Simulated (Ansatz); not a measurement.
# NOPSi+: structure from calculated spectroscopic constants

These gas-phase data were calculated for one isomer of NOPSi+ at B3LYP-D3(BJ)/def2-SVP (harmonic, unscaled wavenumbers; equilibrium rotational constants with average atomic masses):

| Quantity | Value |
| --- | --- |
| rotational constants | 27.1, 2.088, 1.939 GHz |
| all wavenumbers above 1500 cm⁻¹ | none |

Candidates:

(1) the doublet with the links of `N1=[P+]2O[Si]12`
(2) the doublet with the links of `O=[Si][N+]#P`

Question: Which candidate do the data belong to? Where the bands don't settle it, estimate the moments of inertia from typical bond lengths.

Answer: Candidate (2). The rotational constants decide: (1) would give 11.18, 6.186, 3.983 GHz.

The same quantities for all candidates:

```tsv
	rotational constants (GHz)	wavenumbers above 1500 cm⁻¹	E above the lowest, B3LYP-D3(BJ)/def2-SVP (kcal/mol)
(1)	11.18, 6.186, 3.983	none	4.7
(2)	27.1, 2.088, 1.939	none	0.0
```

Harmonic stretches to hydrogen usually lie a few per cent above observed fundamentals. Open shells are spin-unrestricted. Programs: Ansatz 0.2.0.
